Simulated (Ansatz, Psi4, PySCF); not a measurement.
vinyl fluoride (C2H3F), singlet, geometry from GFN2-xTB. Base run: B3LYP/6-31G* in PySCF.

Input for PySCF:
```python
from pyscf import gto, scf, dft

mol = gto.Mole()
mol.atom = '''
    C    -0.00023788    0.43449972    0.00081824
    C     1.18088301   -0.14251782   -0.00743430
    F    -1.13849945   -0.27602062    0.00639030
    H    -0.19582915    1.49728660    0.00400312
    H     1.28183807   -1.21329030   -0.01005988
    H     2.07661539    0.44829788   -0.01175956
'''
mol.basis = '6-31g*'
mol.verbose = 4
mol.build()

mf = dft.RKS(mol)
mf.xc = 'b3lyp'
mf.kernel()
```

The same geometry, method and basis name were run in Ansatz (a program for electronic structure) and Psi4 and PySCF, at each program's defaults and at the settings that a row names. The base is PySCF at its defaults. Differences at the defaults can come from grids, fitting, cores and function types together.

```csv
code and settings,ΔE vs base (µEh),basis functions,E (Eh),SCF cycles,dipole (D)
"PySCF, defaults (exact integrals, its default grid, spherical functions)",0.0,48,-177.81660,9,1.23
"Psi4, defaults (density fitting with its default set, its default grid, Cartesian functions)",-2668,51,-177.81927,8,1.23
"Ansatz, defaults (factorised integrals, its default grid, Cartesian functions)",-2674,51,-177.81927,-,-
"PySCF, density fitting with def2-universal-jkfit",-45.6,48,-177.81665,9,1.23
"PySCF, fine grid",4.6,48,-177.81660,9,1.23
"Psi4, exact integrals, spherical functions, fine grid",4.7,48,-177.81660,11,1.23
"Ansatz, high accuracy, Cartesian functions as the basis file defines them",-2678,51,-177.81928,-,-
```
